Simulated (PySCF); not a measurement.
SiFCl, SMILES F[Si]Cl (connectivity only; charge and spin as stated), neutral, multiplicity 1.

Geometry: PBE0-D3(BJ)/def2-TZVP.

Calculation: TDDFT-LC-ωPBE/def2-TZVPD run with PySCF.

Vertical excitations. Isolated molecule, no solvent. State labels are in the subgroup Cs.

Computed lowest excited states:
```tsv
state	symmetry	energy (eV)	λ (nm)	f	main pairs
S1	A"	4.50	275	0.070	HOMO→LUMO 99 %
S2	A"	6.29	197	0.001	HOMO−1→LUMO 96 %
S3	A'	6.84	181	0.015	HOMO−2→LUMO 67 %, HOMO→LUMO+2 24 %
S4	A'	7.22	172	0.179	HOMO→LUMO+2 35 %, HOMO−2→LUMO 19 %, HOMO→LUMO+6 15 %, HOMO→LUMO+1 14 %
S5	A'	7.74	160	0.587	HOMO→LUMO+3 46 %, HOMO→LUMO+2 20 %, HOMO→LUMO+6 9 %, HOMO→LUMO+5 8 %
S6	A'	8.22	151	0.008	HOMO→LUMO+1 56 %, HOMO→LUMO+5 18 %, HOMO→LUMO+3 16 %
S7	A"	8.82	141	0.051	HOMO−3→LUMO 87 %
S8	A'	9.08	137	0.046	HOMO−1→LUMO+2 63 %
S9	A"	9.12	136	0.071	HOMO→LUMO+4 79 %
S10	A"	9.26	134	0.009	HOMO−2→LUMO+2 76 %
T1	A"	2.47	501	0	HOMO→LUMO 94 %
T2	A'	5.25	236	0	HOMO→LUMO+2 65 %, HOMO→LUMO+5 11 %
T3	A'	6.03	206	0	HOMO−2→LUMO 89 %
T4	A"	6.11	203	0	HOMO−1→LUMO 95 %
```
Triplets are in the Tamm–Dancoff approximation, which puts them higher than full response would, so one can lie above its singlet here.
